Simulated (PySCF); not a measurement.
**Iodine: highly charged ions in a basis for the neutral atom**

I(15+) [Kr] 4d2, I(16+) [Kr] 4d1. Calculation: PySCF 2.14, in def2-SVP with the def2 core potential (28 electrons) (4s4p2d, 26 functions); a scalar-relativistic core potential. No spin-orbit coupling, so a gap to NIST mixes the basis error with missing relativistic terms.

Changed run: basis of the neutral atom used for a highly charged ion. This setting is unsound on purpose.

| species | method | sound run (hartree) | changed run (hartree) | converged |
| --- | --- | --- | --- | --- |
| I(15+) | UHF | not run | -214.14326 | yes |
| I(15+) | r2SCAN | not run | -214.64887 | yes |
| I(15+) | M06-2X | not run | -214.44943 | yes |
| I(16+) | UHF | not run | -200.75543 | yes |
| I(16+) | r2SCAN | not run | -201.22785 | yes |
| I(16+) | M06-2X | not run | -201.03762 | yes |

Ionisation energy of I(15+):

```tsv
method	changed run (eV)	NIST (eV)
UHF	364.30	365 ± 3
r2SCAN	365.20	365 ± 3
M06-2X	364.95	365 ± 3
```

The contracted functions were made for the neutral atom and can be too rigid for a highly charged ion.
